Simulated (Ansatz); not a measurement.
A nudged elastic band was laid between two geometries of ClHOZn + H2 (6 atoms, charge 0, multiplicity 1).

The calculation used RKS PBE/def2-SVP in Ansatz.

```yaml
movable_images: 7
climbing_image: yes
spring: 5.0 eV/Å²
optimiser: quadratic models (default)
start_path: through a guess of the saddle point
force_threshold: 0.03 eV/Å
iteration_limit: 60
end_points: relaxed
```

Image 0:

```xyz
6
Properties=species:S:1:pos:R:3
Zn -0.261 -0.059 0.206
O -0.398 -0.060 1.987
H -1.247 -0.414 2.308
Cl -0.040 -0.021 -1.894
H 2.193 0.609 0.600
H 1.879 0.496 1.297
```

Image 8:

```xyz
6
Properties=species:S:1:pos:R:3
Zn 0.953 0.525 -0.091
O -0.002 0.136 1.836
H -0.738 -0.336 1.369
Cl -0.826 -0.449 -0.942
H 2.336 1.202 -0.094
H 0.403 -0.527 2.428
```

**Question.** What changes between the two ends?

**Answer.** Bonds broken: H5–H6. Bonds formed: Zn1–H5, O2–H6. ClHOZn + H2 becomes ClH3OZn.

**Question.** Give the energies along the band, and the barrier.

**Answer.** It converged. The highest image is number 3 of 0 to 8, 0.63 eV above the first end and 1.22 eV above the last; the last end lies 0.59 eV below the first. A vibrational analysis at the climbing image gives one clearly imaginary mode, 993i cm⁻¹: a first-order saddle point. The orbitals stay closed-shell, which can raise the energy where a bond breaks towards radicals; this wasn't checked here.

```tsv
image	path coordinate (Å)	energy (eV)	H5–H6 (Å)	Zn1–H5 (Å)	O2–H6 (Å)
0	0.00	0.00	0.77	2.57	2.44
1	0.98	0.01	0.77	3.30	2.26
2	1.96	0.01	0.78	2.80	2.18
3	2.94	0.63	0.99	1.88	1.34
4	3.55	-0.12	1.61	1.61	1.01
5	4.17	-0.35	2.25	1.56	0.98
6	4.79	-0.46	2.81	1.55	0.98
7	5.40	-0.54	3.27	1.54	0.98
8	6.02	-0.59	3.62	1.54	0.98
```

**Question.** What is the geometry of the highest image?

**Answer.** 
```xyz
6
Properties=species:S:1:pos:R:3
Zn 0.276 0.165 -0.056
O -0.209 0.279 1.825
H -0.615 -0.486 2.280
Cl -0.281 -0.117 -2.085
H 1.845 0.409 0.941
H 1.111 0.301 1.598
```

**Question.** What are the harmonic wavenumbers there?

**Answer.** 993i, 124, 145, 364, 396, 569, 709, 748, 1248, 1596, 1882, 3684 cm⁻¹.

The band took 15 iterations and of the order of 3 core-minutes.

Run time: 3.4 min on 1 thread of Arm Neoverse V2, on a shared host, peak memory 0.14 GiB.
